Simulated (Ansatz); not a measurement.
`C=C(N)S[SiH3]` from Hartree–Fock to CCSD(T)

```tsv
atom	x (Å)	y (Å)	z (Å)
C1	-1.050	1.097	1.510
C2	-0.535	0.133	0.747
N3	-1.213	-0.558	-0.247
S4	1.169	-0.329	0.915
Si5	1.718	-0.356	-1.158
H6	-0.422	1.683	2.164
H7	-2.111	1.320	1.478
H8	-1.029	-1.550	-0.265
H9	-2.200	-0.349	-0.296
H10	3.200	-0.459	-1.128
H11	1.297	0.898	-1.829
H12	1.176	-1.528	-1.890
```

The species carries charge 0 and has multiplicity 1. The structure was optimised at the PBE0-D4/def2-TZVP level. It is one conformer, not always the lowest. Frozen core, restricted reference, Ansatz. CBS rows extrapolate triple and quadruple zeta; past MP2 they add the triple-zeta difference.

```
     basis     HF (Eh)  MP2 corr.
  def2-SVP  -820.40030   -0.67068
def2-TZVPP  -820.79582   -0.84195
def2-QZVPP  -820.82216   -0.90337
```

Task: Estimate the CCSD correlation energy and the (T) correction in each basis where they were run (hartree).

Result: 
```csv
basis,CCSD corr.,(T)
def2-SVP,-0.73042,-0.02446
def2-TZVPP,-0.89393,-0.04069
CBS(def2),-1.00084,as TZ
```
